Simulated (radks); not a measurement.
Values are calculated unless marked as measured or tabulated.
These are the eigenvalues of the occupied orbitals of an atom or ion with whole-number occupations (eV). Code: a radial shooting solver on a logarithmic mesh with Libxc functionals. Model: scalar-relativistic Kohn-Sham, r2SCAN, spin-polarised, spherical densities, finite nucleus; meta-GGA in the generalised Kohn-Sham scheme; Fermi nuclear charge, rms radius of each element as measured or else 0.836 A^(1/3) + 0.57 fm.

| orbital | eigenvalue |
|---|---|
| 1s | -37320.55 |
| 2s | -5917.535 |
| 2p | -5303.187 |
| 3s | -1256.400 |
| 3p | -1058.254 |
| 3d | -770.8013 |
| 4s | -249.4364 |
| 4p | -185.1571 |
| 4d | -91.5151 |
| 5s | -34.8137 |
| 5p | -19.4629 |
| 6s | -3.2670 |

Which element is it, and in what charge state? The configuration may be excited. Open shells, if any, are filled with parallel spins first.

Answer. Z = 56, barium, charge 0: Ba in [Xe] 6s2. The list shows which subshells hold electrons but not how many an open one holds; the 1s level, -1371.5 hartree, gives Z - s = 52.4 by -(Z - s)^2/2, which with screening and relativity narrows Z to a few neighbours, and the depths of the outer levels then fix element, charge and occupations together.
